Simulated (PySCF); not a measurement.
Structure problem from calculated spectra and properties.

Formula: C8H16Si.

| Property | Result |
| --- | --- |
| Polarisability | 126.0 au [PBE0/def2-SVPD] |
| 13C NMR | chemical shifts (computed TMS as zero) by class: 144.2 (2 C), 120.1 (2 C), 24.8 (2 C), -5.0 (2 C) ppm [GIAO PBE0/pcSseg-1] |
| Dipole | 0.72 D [PBE0/def2-SVPD] |
| UV, first state | lowest singlet excitation: 6.15 eV (202 nm, f = 0.178) [TDDFT PBE0/def2-SVPD] |
| 1H NMR | chemical shifts (computed TMS as zero) by class: 5.91 (2 H), 5.16 (1 H), 5.14 (1 H), 5.12 (2 H), 1.51 (4 H), 0.01 (6 H) ppm [GIAO PBE0/pcSseg-1] |
| NMR, other nuclei | isotropic shieldings of nuclei other than C and H, by class: 352 (1 Si) ppm [GIAO PBE0/pcSseg-1] |
| Rotational structure | rotational constants A, B, C: 1.790, 0.831, 0.717 GHz [PBE0-D3(BJ)/def2-SVP] |
| UV, strongest line | among the 10 lowest singlet transitions: S6 at 6.82 eV (182 nm, f = 0.213) [TDDFT PBE0/def2-SVPD] |

Electronic properties: PySCF, gas phase, density fitting. Levels stand in brackets. Isolated species at its PBE0-D3(BJ)/def2-SVP geometry (one conformer only). Each NMR value is the plain mean over a class of atoms that symmetry, rotation or inversion makes alike.

Question: Give a SMILES that accounts for the data.

Answer: 8 carbons fall into 4 classes; from least to most shielded: carbon bonded to 2 C and H (144.2 ppm, 2 C), carbon bonded to C and 2 H (120.1 ppm, 2 C), carbon bonded to C, Si and 2 H (24.8 ppm, 2 C, up to 3.7 ppm apart in this geometry), carbon bonded to Si and 3 H (-5.0 ppm, 2 C). Hydrogen classes from least to most shielded: 2 H on 2 like atoms (carbon bonded to 2 C and H) (5.91 ppm), 1 H on a carbon bonded to C and 2 H (5.16 ppm), 1 H on a carbon bonded to C and 2 H (5.14 ppm), 2 H on 2 like atoms (carbon bonded to C and 2 H) (5.12 ppm), 4 H on 2 like atoms (carbon bonded to C, Si and 2 H) (1.51 ppm, a mean of values up to 0.7 ppm apart in this geometry), 6 H on 2 like atoms (carbon bonded to Si and 3 H) (0.01 ppm, a mean of values up to 0.7 ppm apart in this geometry). The other shieldings belong to: 352 ppm, silicon bonded to 4 C. The optimised geometry has point group C1 and is an asymmetric top. Structure: Si(eta1-allyl)2Me2 (`C=CC[Si](C)(C)CC=C`). Computed isomers that give other values at the same levels: `CC[C@@H]1C[C@@H](C2CC2)[SiH2]1` (rotational constant A: 2.676 GHz; this holds for the one conformer computed); `C1CC[Si]2(C1)CCCC2` (rotational constant A: 2.838 GHz; this holds for the one conformer computed); `[SiH3]/C1=C\CCCCCC1` (rotational constant A: 1.613 GHz; this holds for the one conformer computed). The assignments are read from this structure; whether some other isomer fits the data as well wasn't checked.
